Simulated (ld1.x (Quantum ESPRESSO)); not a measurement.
# u(r) = r·R(r): atom against pseudo-atom (Os (Z = 76))

Columns: radius, all-electron u(r) and pseudo u(r) of the 6s shell (level -9.73 eV) of osmium in the configuration [Xe] 4f14 5d6 6s1.5 6p0; BP86, scalar-relativistic, TM scheme, ld1.x (Quantum ESPRESSO) 7.5.

```csv
r (bohr),all-electron,pseudo
0.130,0.1354,-0.0129
0.260,-0.1148,-0.0266
0.390,-0.1752,-0.0421
0.520,0.0474,-0.0603
0.650,0.2488,-0.0824
0.780,0.3243,-0.1096
0.910,0.2869,-0.1432
1.040,0.1785,-0.1842
1.170,0.0377,-0.2332
1.300,-0.1090,-0.2901
1.430,-0.2457,-0.3532
1.560,-0.3645,-0.4198
1.690,-0.4623,-0.4858
1.820,-0.5391,-0.5465
1.950,-0.5966,-0.5976
2.080,-0.6367,-0.6362
2.210,-0.6618,-0.6615
2.340,-0.6744,-0.6743
2.470,-0.6766,-0.6766
2.600,-0.6704,-0.6704
2.730,-0.6574,-0.6574
2.860,-0.6392,-0.6392
2.990,-0.6170,-0.6170
3.120,-0.5918,-0.5918
3.250,-0.5647,-0.5647
3.380,-0.5362,-0.5362
```

**Question.** How many radial nodes do the two functions have?

**Answer.** The all-electron 6s function has n − l − 1 = 5 (the table is too coarse to show those close to the nucleus); the pseudo-wave has 0, since the states of the same l below it are removed with the core.

**Question.** At about which radius was the pseudo-wave matched?

**Answer.** 2.60 bohr. The columns agree to 0.0005 from 2.21 bohr on; several derivatives are matched, so the curves merge somewhat inside the radius.

**Question.** Where does each function peak?

**Answer.** Outermost all-electron maximum near 2.47 bohr, pseudo maximum near 2.47 bohr (to the table’s step).

**Question.** Is the pseudo-wave norm-conserving?

**Answer.** Yes: the TM scheme keeps the norm inside the radius equal to the all-electron one, which fixes the energy derivative of the logarithmic derivative at the level.
